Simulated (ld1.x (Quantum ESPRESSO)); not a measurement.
**Which change was made? (Be, TM)**

ld1.x (Quantum ESPRESSO) 7.5 input, shortened:

```
&input
   title='Be', zed=4., rel=1, dft='WC', iswitch=3,
   config='[He] 2s1.5 2p0.5'
 /
 &inputp
   pseudotype=2, tm=.true., lloc=-1, rcloc=0.70,
   nlcc=.false.
 /
2
1S  1  0   2.00   0.00  0.35  0.35  0.0
2P  2  1   0.50   0.00  4.20  4.20  0.0
 &test
   configts(1)='1s2 2s1.5 2p0.5'
 /
```

Occupied shells without a wave of their own: 2s. They enter only through the test configuration that unscreens the potential.

Cutoffs, loose and tight: the cutoffs (Ry, on a coarse ladder) from which the occupation-weighted sum of valence levels, in a spherical-Bessel basis at the reference potential, stays within 10 and 1 mRy of its value at 400 Ry. They do not see the model core or the augmentation charge, which bear on the density cutoff. Test errors are all-electron minus pseudo excitation energies from the reference, over the configurations 1s2 2s2 2p0; 1s2 2s1 2p0; 1s2 2s0 2p0; 1s2 2s1 2p1; 1s2 2s1.5 2p0; 1s1 2s2 2p0; 1s2 2s0 2p1; variants that change the core or the reference have their own tests.

The base gives: outcome: generated; bound ghosts: not determined; largest test error (meV): +245.

Q: After one change the result is: outcome: generated, misses its reference levels by 2.65 eV; bound ghosts: not determined; largest test error (meV): +7346. Which change was it?
A. wave 2p (bound): rc 4.20 bohr becomes 2p (bound): rc 3.48 bohr
B. reference 1s2 2s2 2p0
C. local potential all-electron potential smoothed inside 3.40 bohr (lloc = -1)

A: C. The others give: wave 2p (bound): rc 4.20 bohr becomes 2p (bound): rc 3.48 bohr → outcome: generated; bound ghosts: not determined; largest test error (meV): +121 | reference 1s2 2s2 2p0 → outcome: generated; bound ghosts: not determined; largest test error (meV): -97.
